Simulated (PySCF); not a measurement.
C2H2. Atoms are numbered in the order given.

```xyz
4

C      0.0000     0.0000     0.6040
C      0.0000     0.0000    -0.6040
H      0.0000     0.0000     1.6752
H      0.0000     0.0000    -1.6752
```
Charge 0, spin multiplicity 1.

The structure is a stationary point at PBE-D3(BJ)/def2-TZVPD.

Computed with M06-2X/def2-TZVPD in PySCF.

Mulliken values depend strongly on the basis, most of all with diffuse functions as here. ESP charges are fitted to the potential on shells at 1.4 to 2.0 van der Waals radii. Atomic charges (e):

| atom | Mulliken | ESP fit |
|---|---|---|
| C1 | -0.29 | ? |
| C2 | -0.29 | ? |
| H3 | 0.29 | ? |
| H4 | 0.29 | ? |

Some entries are withheld; supply them. (An estimate is asked for; the answer gives what the named calculation found.)


- C1, ESP fit: -0.29
- C2, ESP fit: -0.29
- H3, ESP fit: 0.29
- H4, ESP fit: 0.29
